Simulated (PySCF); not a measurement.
Ti(Cl)3(NH2), SMILES [NH2][Ti]([Cl])([Cl])[Cl] (CAM-B3LYP/def2-SVP optimised geometry):

```
7

Ti    -0.694    -1.010     0.000
Cl    -1.491     1.010     0.000
Cl    -1.399    -2.236    -1.660
Cl     1.491    -1.010     0.000
N     -1.278    -1.781     1.540
H     -1.709    -1.268     2.308
H     -1.191    -2.775     1.748
```

Computed with CAM-B3LYP/def2-TZVP (PySCF).

Question: What are the frontier orbital energies and the dipole moment?

Answer: HOMO-2 -10.96 eV, HOMO-1 -10.43 eV, HOMO -9.89 eV, LUMO -2.03 eV, LUMO+1 -1.78 eV; dipole moment 3.14 D.

On the same geometry PBE/def2-TZVP in PySCF gives HOMO-2 -8.18 eV, HOMO-1 -7.75 eV, HOMO -7.13 eV, LUMO -4.04 eV, LUMO+1 -3.64 eV; dipole moment 3.00 D.

Meta-Löwdin charges at CAM-B3LYP/def2-TZVP: Ti1 1.24, Cl2 -0.35, Cl3 -0.37, Cl4 -0.37, N5 -0.66, H6 0.26, H7 0.26.
